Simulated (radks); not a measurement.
Problem. Successive ionisation energies (eV) of one element, from differences of total energies of ions in their ground configurations, starting at charge 37: 2554.9, 2708.3, 2792.4, 2967.4, 3044.7, 7035.4, 7260.5, 7487.5, 7716.1. Calculated with a radial shooting solver on a logarithmic mesh with Libxc functionals: Dirac Kohn-Sham, BLYP, spin-unpolarised, spherical densities, finite nucleus; open shells fill j = l - 1/2 first; Fermi nuclear charge, rms radius 4.7423 fm. Which element is it?

Solution. Tellurium (Z = 52). The first species listed is Te37+ in [Ne] 3s2 3p3, the last Te45+ in [He] 2s2 2p3.
